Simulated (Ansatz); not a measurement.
Cost and result for the atomization energy of `FCC(F)(F)OCC(F)(F)F` (15 atoms, 14 bonds).

Z-matrix (Å, degrees):
```
C
C 1 1.515
F 1 1.364 2 109.7
H 1 1.092 2 108.7 3 120.0
H 1 1.092 2 108.7 3 -120.0
F 2 1.354 1 110.8 3 58.3
F 2 1.354 1 110.8 3 -58.3
O 2 1.355 1 107.8 3 180.0
C 8 1.412 2 115.9 1 -179.9
C 9 1.511 8 107.2 2 -179.4
H 9 1.092 8 111.4 2 62.2
H 9 1.092 8 111.5 2 -61.0
F 10 1.333 9 112.0 8 60.7
F 10 1.337 9 108.9 8 -179.9
F 10 1.333 9 112.0 8 -60.6
```

Total charge 0; spin multiplicity 1. The geometry is a stationary point of PBE0-D4/def2-TZVP. It is one conformer, not always the lowest. Program: Ansatz. All runs use 4 threads of an AMD EPYC 7R13 on a shared host and a share of an NVIDIA H100 80 GB. Times are those of one run each, without the atoms' runs, and a repeat can differ threefold. Electronic energies, without spin–orbit coupling; frozen cores. CCSD(T)/CBS adds CCSD(T) − MP2 in def2-TZVPP to the MP2 limit, and its time is that of the two runs behind it. T1 = 0.012. B3LYP takes the VWN-RPA correlation (the form of Gaussian; ORCA's B3LYP/G).

CCSD(T)/CBS is a level of theory with its own doubt, some kJ/mol a heavy atom from the limit and from the frozen cores, so smaller differences don't rank the functionals.

```json
{"level": "PBE-D4/def2-TZVPP (with forces)", "functions": "397", "wall time": "5 s", "atomization (kcal/mol)": "1542.1", "difference from CCSD(T)/CBS": "65.9", "per bond": "4.7"}
{"level": "BLYP-D4/def2-TZVPP", "functions": "397", "wall time": "5.5 s", "atomization (kcal/mol)": "1480.8", "difference from CCSD(T)/CBS": "4.6", "per bond": "0.3"}
{"level": "CCSD(T)/def2-SVP", "functions": "174", "wall time": "5.5 s", "atomization (kcal/mol)": "1409.1", "difference from CCSD(T)/CBS": "-67.1", "per bond": "-4.8"}
{"level": "B3LYP-D4/def2-TZVPP (with forces)", "functions": "397", "wall time": "5.5 s", "atomization (kcal/mol)": "1466.6", "difference from CCSD(T)/CBS": "-9.6", "per bond": "-0.7"}
{"level": "PBE0-D4/def2-TZVPP", "functions": "397", "wall time": "6.5 s", "atomization (kcal/mol)": "1487.8", "difference from CCSD(T)/CBS": "11.6", "per bond": "0.8"}
{"level": "B2PLYP/def2-TZVPP", "functions": "397", "wall time": "6.5 s", "atomization (kcal/mol)": "1458.0", "difference from CCSD(T)/CBS": "-18.2", "per bond": "-1.3"}
{"level": "BHLYP-D4/def2-TZVPP", "functions": "397", "wall time": "7 s", "atomization (kcal/mol)": "1394.3", "difference from CCSD(T)/CBS": "-81.9", "per bond": "-5.9"}
{"level": "r2SCANh-D4/def2-TZVPP", "functions": "397", "wall time": "7 s", "atomization (kcal/mol)": "1470.4", "difference from CCSD(T)/CBS": "-5.8", "per bond": "-0.4"}
{"level": "ωB97X-V/def2-TZVPP", "functions": "397", "wall time": "7.5 s", "atomization (kcal/mol)": "1484.7", "difference from CCSD(T)/CBS": "8.5", "per bond": "0.6"}
{"level": "CAM-B3LYP-D4/def2-TZVPP", "functions": "397", "wall time": "8 s", "atomization (kcal/mol)": "1488.4", "difference from CCSD(T)/CBS": "12.2", "per bond": "0.9"}
{"level": "MP2/def2-QZVPP", "functions": "747", "wall time": "11 s", "atomization (kcal/mol)": "1519.6", "difference from CCSD(T)/CBS": "43.4", "per bond": "3.1"}
{"level": "CCSD(T)/def2-TZVPP", "functions": "397", "wall time": "44 s", "atomization (kcal/mol)": "1435.2", "difference from CCSD(T)/CBS": "-41.0", "per bond": "-2.9"}
{"level": "CCSD(T)/CBS(def2)", "functions": "–", "wall time": "55 s", "atomization (kcal/mol)": "1476.2", "difference from CCSD(T)/CBS": "0.0", "per bond": "0.0"}
```

At CCSD(T), def2-SVP lies −67.2 kcal/mol from the extrapolated value and def2-TZVPP −41.1 kcal/mol: correlation converges slowly with the basis, and small sets miss more of it in the bonded molecule than in its fragments. From BLYP to BHLYP (50 % exact exchange), in def2-TZVPP and without D4, the atomization energy moves by −78.1 kcal/mol: exact exchange takes away binding that semilocal exchange gives to molecules. Leaving LDA and LC-ωPBE aside and taking each functional with its dispersion term where it has one, the values spread over 147.8 kcal/mol, from BHLYP-D4 to PBE-D4. LDA lies +253.9 kcal/mol from PBE without D4, its usual overbinding.
